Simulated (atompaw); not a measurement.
# Building the PAW (atompaw) potential for neodymium (Nd) (LDA (PW92), scalar-relativistic).

* Element: neodymium
* Generator: atompaw 4.2.0.5
* Type: PAW
* Functional: LDA (PW92)
* Relativity: scalar-relativistic
* Frozen core: [Xe]
* Valence charge: 6
* Reference configuration: 4f4 5d0 6s1 6p0 (charge +1)
* Partial waves: 6s (bound): rc 3.42 bohr; 6s channel at 3.05 Ry: rc 3.42 bohr; 6p (bound, empty): rc 3.42 bohr; 6p channel at 1.45 Ry: rc 3.42 bohr; 5d (bound, empty): rc 3.42 bohr; 5d channel at 0.15 Ry: rc 3.42 bohr; 4f (bound): rc 1.94 bohr; 4f channel at -0.05 Ry: rc 1.94 bohr
* Local potential: ultrasoft scheme with l = 4 at 0.5 Ry, radius 3.42 bohr
* Core correction: smooth core density matched at 1.94 bohr
* Augmentation charge: besselshape compensation charge, radius 2.62 bohr; PAW radius 3.42 bohr; waves and projectors: custom rrkj gramschmidtortho

All-electron outer shells of the reference configuration (LDA (PW92), scalar-relativistic, ld1.x):

```tsv
shell	level (eV)	outermost node (bohr)	outermost maximum (bohr)
5s	-46.62	0.72	1.32
5p	-28.19	0.77	1.50
6s	-8.45	1.76	3.51
4f	-7.92	–	0.67
5d	-7.53	0.88	2.18
6p	-5.38	2.10	4.45
```

Calculated quality:

```
Cutoffs needed                                           : 35 Ry and 55 Ry (the cutoffs (Ry, on a coarse ladder) from which the occupation-weighted sum of valence levels, in a spherical-Bessel basis at the reference potential, stays within 10 and 1 mRy of its value at 400 Ry)
Ghost test                                               : ghost states, extra bound levels that the all-electron valence spectrum of the same l lacks: s at -9.0 eV, p at -2.97 eV; a true bound ghost makes a file unfit for plane-wave use (spherical-Bessel basis up to 400 Ry, 20 bohr box)
Lowest eigenvalue of the overlap operator                : 0.42 (d channel)
Overlap eigenvalues printed by atompaw (projector basis) : 0.114, 0.154, 1.09, 3.29, 4.24, 11.4, 19.7, 21.2
Share of each valence orbital outside the PAW sphere     : 6s 64 %, 6p 85 %, 5d 27 %, 4f 1 %
```

Generation and tests took about 18 s on one core of a shared server CPU.
